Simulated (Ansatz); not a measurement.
System: KAu, net charge 0, singlet state. 
Structure (B3LYP-D3(BJ)/def2-TZVP (Ansatz, an electronic-structure program) minimum search):
```xyz
2

K      0.0000     0.0000    -2.3756
Au     0.0000     0.0000     0.5713
```
Charge 0, spin multiplicity 1.

Total electronic energies in hartree. Cores are frozen in the correlated levels unless marked. Spin-orbit coupling is left out. The frozen core is the preceding noble-gas configuration, with the filled d and f shells of earlier blocks. The outer core of K, Ca and their heavier congeners is not correlated, a term that matters for these elements. Past Kr the def2 sets carry scalar-relativistic core potentials. CBS(X,Y): correlation extrapolated as X^-3; Hartree-Fock from the larger set. The bracket is a focal-point correction in the basis named.

The T1 diagnostic of CCSD in the largest basis is 0.034, which is high, so the coupled-cluster rows are less sure than usual.

```json
[
 {"level": "PBE-D3(BJ)/def2-TZVPD", "program": "Ansatz + dftd3", "energy (Eh)": "-735.53454"},
 {"level": "r2SCAN/def2-TZVPD", "program": "Ansatz", "energy (Eh)": "-735.72790"},
 {"level": "B97M-V/def2-TZVPD", "program": "Ansatz", "energy (Eh)": "-735.53802"},
 {"level": "r2SCANh-D4/def2-TZVPD", "program": "Ansatz + dftd4", "energy (Eh)": "-735.70258"},
 {"level": "HSE06-D3(BJ)/def2-TZVPD", "program": "Ansatz + dftd3", "energy (Eh)": "-735.52087"},
 {"level": "CAM-B3LYP-D3(BJ)/def2-TZVPD", "program": "Ansatz + dftd3", "energy (Eh)": "-735.67862"},
 {"level": "wB97X/def2-TZVPD", "program": "Ansatz", "energy (Eh)": "-735.72673"},
 {"level": "MP2/def2-SVP", "program": "Ansatz", "energy (Eh)": "-734.19817"},
 {"level": "RI-MP2/def2-TZVPP", "program": "Ansatz", "energy (Eh)": "-734.40105"},
 {"level": "CCSD/def2-SVPD", "program": "Ansatz", "energy (Eh)": "-734.19019"},
 {"level": "CCSD/def2-TZVPP", "program": "Ansatz", "energy (Eh)": "-734.36476"},
 {"level": "CCSD/def2-QZVPPD", "program": "Ansatz", "energy (Eh)": "-734.40492"},
 {"level": "RI-MP2/CBS(def2-TZVPPD,def2-QZVPPD)+[CCSD(T)-MP2]/def2-SVPD", "program": "Ansatz", "energy (Eh)": "-734.4581"},
 {"level": "RI-MP2/CBS(def2-TZVPPD,def2-QZVPPD)+[CCSD(T)-MP2]/def2-TZVPPD", "program": "Ansatz", "energy (Eh)": "-734.4483"},
 {"level": "CCSD(T)/CBS(def2-TZVPPD,def2-QZVPPD)", "program": "Ansatz", "energy (Eh)": "-734.4457"}
]
```

Totals of different functionals don't rank their quality; only differences between species are comparable.
